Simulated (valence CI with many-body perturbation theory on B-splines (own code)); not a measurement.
Mn12+: calculated level list

Method: relativistic CI+MBPT: three valence electrons over a frozen Dirac-Fock core [Ne], radial functions for each j: 11 s, 11 p, 9 d, 7 f, 5 g, 2 h, 1 i, with the one-electron correlation potential Σ1 (screened to all orders), the two-electron term Σ2, the three-electron term Σ3, Breit, model QED; selected single and double excitations, second order for the rest, scaled by the run's own slope (own B-spline code, finite nucleus).

No measured spectrum was set against this ion. As an estimate, levels of excited configurations hold to 0.05 to 0.15 % of their energy, terms of the ground configuration to about 0.5 %.

Levels 46 to 66 of 66, with energies above the lowest level, 3s2 3p 2P°_1/2. "Leading %" is the weight of the configuration and term that name the level; weights of strongly mixed levels are sums over their largest components and can fall short. In the jj column 3d3/2^4 stands for four electrons in 3d with j = 3/2. Lifetimes count E1, E2, E3, M1 and M2 decay at the calculated energies, and are blank where another channel may lead or the interval is too uncertain; long ones can be off by a factor of two.

```tsv
No.	Configuration	Term	J	E (cm⁻¹)	Leading %	Leading jj	Lifetime	Second component
46	3p2 3d	4F	9/2	913190	95	3p1/2 3p3/2 3d5/2 (53 %)	68.4 ps	4 % 3p2 3d 2G
47	3p2 3d	2P	3/2	914950	77	3p1/2 3p3/2 3d3/2 (46 %)	47.8 ps	17 % 3p2 3d 4D
48	3p2 3d	4D	1/2	918840	71	3p1/2 3p3/2 3d3/2 (94 %)	53.4 ps	27 % 3p2 3d 2P
49	3p2 3d	4D	3/2	924770	80	3p1/2 3p3/2 3d5/2 (49 %)	53.1 ps	16 % 3p2 3d 2P
50	3p2 3d	4D	5/2	925290	93	3p3/2^2 3d3/2 (31 %)	56.2 ps	
51	3p2 3d	4D	7/2	930580	92	3p3/2^2 3d5/2 (62 %)	57.9 ps	
52	3p2 3d	2P	1/2	930860	67	3p3/2^2 3d5/2 (62 %)	45.6 ps	28 % 3p2 3d 4D
53	3p2 3d	2G	7/2	943720	88	3p1/2 3p3/2 3d3/2 (46 %)	189 ps	10 % 3s 3d2 2G
54	3p2 3d	2G	9/2	946830	85	3p3/2^2 3d5/2 (50 %)	187 ps	10 % 3s 3d2 2G
55	3p2 3d	2D	5/2	961890	51	3p1/2 3p3/2 3d5/2 (73 %)	21.0 ps	41 % 3p2 3d 4P
56	3p2 3d	2D	3/2	965130	64	3p1/2 3p3/2 3d3/2 (57 %)	22.2 ps	22 % 3p2 3d 4P
57	3p2 3d	4P	5/2	971370	56	3p3/2^2 3d5/2 (38 %)	19.2 ps	34 % 3p2 3d 2D
58	3p2 3d	4P	1/2	971680	96	3p1/2 3p3/2 3d3/2 (47 %)	15.9 ps	
59	3p2 3d	4P	3/2	971790	74	3p3/2^2 3d3/2 (59 %)	17.5 ps	18 % 3p2 3d 2D
60	3p2 3d	2P	1/2	1001600	73	3p1/2 3p3/2 3d5/2 (59 %)	27.8 ps	19 % 3s 3d2 2P
61	3p2 3d	2D	3/2	1003100	40	3p1/2 3p3/2 3d5/2 (41 %)	37.0 ps	34 % 3p2 3d 2P
62	3p2 3d	2P	3/2	1011700	44	3p3/2^2 3d5/2 (38 %)	33.4 ps	42 % 3p2 3d 2D
63	3p2 3d	2S	1/2	1013000	84	3p3/2^2 3d5/2 (27 %)	27.0 ps	9 % 3s 3d2 2S
64	3p2 3d	2D	5/2	1018800	87	3p3/2^2 3d5/2 (69 %)	45.6 ps	5 % 3p2 3d 2F
65	3p2 3d	2F	5/2	1023800	78	3p1/2 3p3/2 3d3/2 (27 %)	17.1 ps	12 % 3s 3d2 2F
66	3p2 3d	2F	7/2	1027800	86	3p1/2 3p3/2 3d5/2 (39 %)	16.6 ps	12 % 3s 3d2 2F
```

Names give the largest LS component (configuration and term), which can be under half, so a name can repeat, a term be missing and a line seem to break the LS rules; names also repeat where a configuration has a term twice.
